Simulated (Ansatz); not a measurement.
Cost and result for the atomization energy of `O=C[SiH2][SiH3]` (10 atoms, 9 bonds).

Cartesian coordinates in Å:
```
O 2.2423 -1.1279 -1.0414
C 1.3798 -1.2691 -0.2138
Si -0.4343 -0.6749 -0.4852
Si -0.6575 1.4306 0.5175
H 1.6321 -1.7358 0.7696
H -1.3468 -1.6443 0.1826
H -0.7073 -0.6211 -1.9431
H -2.0616 1.9064 0.4049
H 0.2477 2.4029 -0.1479
H -0.2945 1.3331 1.9566
```

Charge 0, multiplicity 1. The geometry is a stationary point of PBE0-D4/def2-TZVP. It is one conformer, not always the lowest. Program: Ansatz. All runs use 2 threads of an Arm Neoverse V2 on a shared host. Times are those of one run each, without the atoms' runs, and a repeat can differ threefold. Electronic energies, without spin–orbit coupling; frozen cores. CCSD(T)/CBS adds CCSD(T) − MP2 in def2-TZVPP to the MP2 limit, and its time is that of the two runs behind it. T1 = 0.016. B3LYP takes the VWN-RPA correlation (the form of Gaussian; ORCA's B3LYP/G).

CCSD(T)/CBS is a level of theory with its own doubt, some kJ/mol a heavy atom from the limit and from the frozen cores, so smaller differences don't rank the functionals.

```csv
level,functions,wall time
LDA (SPW92)/def2-TZVPP,230,1.6 s
PBE-D4/def2-TZVPP (with forces),230,2.9 s
PBE0-D4/def2-TZVPP,230,3.4 s
CCSD(T)/def2-SVP,94,3.6 s
BHLYP-D4/def2-TZVPP,230,3.8 s
CAM-B3LYP-D4/def2-TZVPP,230,4.1 s
B3LYP-D4/def2-TZVPP (with forces),230,5.5 s
r2SCANh-D4/def2-TZVPP,230,5.5 s
r2SCAN-D4/def2-TZVPP (with forces),230,6 s
ωB97X-V/def2-TZVPP,230,10 s
MP2/def2-QZVPP,434,25 s
CCSD(T)/def2-TZVPP,230,100 s
CCSD(T)/CBS(def2),–,2.2 min
```

Q: What atomization energy does each give, and how far from CCSD(T)/CBS? (Estimate.)

A: Computed: 
| level | atomization (kcal/mol) | difference from CCSD(T)/CBS | per bond |
| --- | --- | --- | --- |
| LDA (SPW92)/def2-TZVPP | 893.8 | 102.4 | 11.4 |
| PBE-D4/def2-TZVPP (with forces) | 798.9 | 7.5 | 0.8 |
| PBE0-D4/def2-TZVPP | 785.3 | -6.1 | -0.7 |
| CCSD(T)/def2-SVP | 742.5 | -48.9 | -5.4 |
| BHLYP-D4/def2-TZVPP | 769.9 | -21.5 | -2.4 |
| CAM-B3LYP-D4/def2-TZVPP | 793.0 | 1.6 | 0.2 |
| B3LYP-D4/def2-TZVPP (with forces) | 791.3 | -0.1 | 0.0 |
| r2SCANh-D4/def2-TZVPP | 786.6 | -4.8 | -0.5 |
| r2SCAN-D4/def2-TZVPP (with forces) | 792.3 | 0.9 | 0.1 |
| ωB97X-V/def2-TZVPP | 796.8 | 5.4 | 0.6 |
| MP2/def2-QZVPP | 786.5 | -4.9 | -0.5 |
| CCSD(T)/def2-TZVPP | 770.0 | -21.4 | -2.4 |
| CCSD(T)/CBS(def2) | 791.4 | 0.0 | 0.0 |

From PBE to PBE0 (25 % exact exchange), in def2-TZVPP and without D4, the atomization energy moves by −12.9 kcal/mol: exact exchange takes away binding that semilocal exchange gives to molecules. The D4 term adds +7.5 kcal/mol with B3LYP and +4.0 kcal/mol with PBE0; it sums over pairs of atoms, weighted by their polarisabilities, and B3LYP, whose exchange is more repulsive, gets the larger term. In def2-TZVPP, CCSD(T) changes the Hartree–Fock value by +195.1 kcal/mol (the triples alone add +11.2 kcal/mol) and MP2 by +198.9 kcal/mol; breaking electron pairs costs correlation energy, which Hartree–Fock lacks.
